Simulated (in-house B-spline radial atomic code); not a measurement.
How numerical settings move a run on Au²⁺, [Xe] 4f14 5d9. Computed with a B-spline radial code for spherical atoms: Dirac-Kohn-Sham BLYP, spherical fractional occupations, Fermi nucleus of rms radius 5.4371 fm.

Command:
```bash
python run_scf.py task.json out
```
Settings of the sound reference run:
```
Z                79
electrons        77
configuration    [Xe] 4f14 5d9
hamiltonian      dirac
method           b88,lyp
spin_polarised   False
nucleus          fermi
rms_radius       5.4371
mass_number      197
atomic_mass      196.9666
speed_of_light   137.036
knot_spacing     0.22
spline_order     8
gauss_points     12
box_radius       22.22
max_iterations   70
damping          0.5
damped_steps     3
diis_vectors     10
tolerance        1e-08
start            Thomas-Fermi
```

Run time, properties included: 1.9 s on 1 thread of Intel(R) Xeon(R) Platinum 8375C CPU @ 2.90GHz, with other jobs on the host.

It converges in 10 iterations to -19043.697647 hartree, with 5d5/2 at -26.5496 eV. The other runs change the listed settings, some to values that make no sense; their results aren't properties of the atom or ion. Radii are in bohr (the nuclear one in fm), a minus after a letter asks for a j subshell, and «unchanged» means within 1e-8 hartree. The run stops when the residual is below 10 × tolerance × max(1, Z/10), or a noise floor if that is larger, and the energy moves by less than 1e-8 × √|E| hartree; so very loose and very tight tolerances often act alike.

```tsv
changed settings	outcome
knot_spacing = 0.3	converged in 10 iterations, energy +1.33e-04 hartree from the reference, 5d5/2 level -5.6e-06 eV
knot_spacing = 0.4	converged in 10 iterations, energy +1.54e-02 hartree from the reference, 5d5/2 level -3.6e-04 eV
first_knot = 0.00127	converged in 10 iterations, energy +3.01e-01 hartree from the reference, 5d5/2 level -8.6e-05 eV
first_knot = 0.000127	converged in 10 iterations, energy +9.53e-06 hartree from the reference, 5d5/2 level +1.3e-06 eV
electrons = 78, configuration = [Xe] 4f14 5d9 6p-1, max_iterations = 100	converged in 10 iterations to -19044.1544 hartree, a different physical problem
electrons = 79, configuration = [Xe] 4f14 5d11, max_iterations = 75	stopped with error: shell 5d holds at most 10 electrons
knot_spacing = 0.15	converged in 10 iterations, energy -7.91e-06 hartree from the reference
spline_order = 7, box_radius = 4.44, max_iterations = 3, damped_steps = 0	not converged after 3 iterations, last residual 1.9e-01, last energy +7.36e-01 hartree from the reference
box_radius = 44.44, max_iterations = 75, tolerance = 1e-06	converged in 8 iterations, energy +1.58e-07 hartree from the reference, 5d5/2 level -4.8e-03 eV
knot_spacing = 1	converged in 9 iterations, energy +9.63e+01 hartree from the reference, 5d5/2 level -1.7e+00 eV (the program warns: 4s1/2 reaches the box edge; 4p1/2 reaches the box edge)
knot_spacing = 0.55	converged in 10 iterations, energy +2.42e+00 hartree from the reference, 5d5/2 level -5.4e-02 eV (the program warns: 4s1/2 reaches the box edge)
first_knot = 0.038	converged in 10 iterations, energy +1.09e+02 hartree from the reference, 5d5/2 level -1.2e-01 eV
first_knot = 1.27e-05	converged in 10 iterations, energy -2.50e-06 hartree from the reference, 5d5/2 level -1.4e-06 eV
method = hf, speed_of_light = 59.26807	stopped with error: Z/c is past the critical charge
first_knot = 0.0127	converged in 10 iterations, energy +1.01e+01 hartree from the reference, 5d5/2 level -1.1e-02 eV
spline_order = 5	converged in 10 iterations, energy +5.32e-04 hartree from the reference, 5d5/2 level -7.2e-06 eV
knot_spacing = 2	converged in 9 iterations, energy +3.99e+03 hartree from the reference, 5d5/2 level -8.3e+01 eV (the program warns: 5d5/2 reaches the box edge; 1s1/2 reaches the box edge)
knot_spacing = 1.4	converged in 9 iterations, energy +2.08e+03 hartree from the reference, 5d5/2 level -3.3e+01 eV (the program warns: 5d5/2 reaches the box edge; 1s1/2 reaches the box edge)
knot_spacing = 2, max_iterations = 50, damped_steps = 8, diis_vectors = 0, tolerance = 0.0001	converged in 13 iterations, energy +3.99e+03 hartree from the reference, 5d5/2 level -8.3e+01 eV (the program warns: 5d5/2 reaches the box edge; 1s1/2 reaches the box edge)
spline_order = 3	converged in 10 iterations, energy +7.15e-01 hartree from the reference, 5d5/2 level -9.4e-03 eV
```

(1) What happens with spline_order = 6?

(2) What happens with spline_order = 4?

(3) What happens with spline_order = 10?

(4) What happens with first_knot = 1.27e-06, max_iterations = 60, start = bare nucleus?

Results:

(1) Converged in 10 iterations, energy +2.44e-05 hartree from the reference, 5d5/2 level -3.1e-06 eV.

(2) Converged in 10 iterations, energy +1.47e-02 hartree from the reference, 5d5/2 level -2.5e-04 eV.

(3) Converged in 10 iterations, energy -1.19e-06 hartree from the reference, 5d5/2 level +9.2e-07 eV.

(4) Converged in 12 iterations, energy -1.20e-06 hartree from the reference, 5d5/2 level +3.0e-05 eV.
